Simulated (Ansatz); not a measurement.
`F[SiH2][AlH2]` + `C=C(O)SS` → `F[SiH2]SS` + `C=[C](O)[AlH2]`  (formal exchange of groups at the Si–Al bond)

Gas-phase electronic energies from Ansatz, PBE0-D4/def2-TZVP geometries. CCSD(T)/CBS is the MP2 limit (def2-TZVPP, def2-QZVPP) plus CCSD(T) − MP2 in def2-TZVPP, frozen cores. Functionals use def2-TZVPP. Each species was taken in one conformer, which may not be the lowest.

Task: Is it downhill or uphill in electronic energy at CCSD(T)/CBS, and by how much? (Best estimate.)

Result: Computed: Downhill: ΔE = -100.0 kJ/mol.

Task: What do these levels give: PBE-D4, r2SCAN-D4, PBE0-D4, ωB97X-V, B2PLYP, PBE, CCSD/def2-TZVPP, MP2/def2-QZVPP, SCS-MP2/def2-QZVPP, HF/CBS(def2), MP2/CBS(def2), CCSD/CBS(def2)? (Best estimate.)

Result: The calculation gave: PBE-D4 -77.7, r2SCAN-D4 -90.0, PBE0-D4 -84.3, ωB97X-V -93.4, B2PLYP -97.3, PBE -77.5, CCSD/def2-TZVPP -99.5, MP2/def2-QZVPP -105.7, SCS-MP2/def2-QZVPP -105.2, HF/CBS(def2) -107.2, MP2/CBS(def2) -106.6, CCSD/CBS(def2) -101.9 kJ/mol.

Largest T1 diagnostic among the species: 0.013.

From PBE to PBE0 (25 % exact exchange), in def2-TZVPP and without D4, ΔE moves by −6.8 kJ/mol.
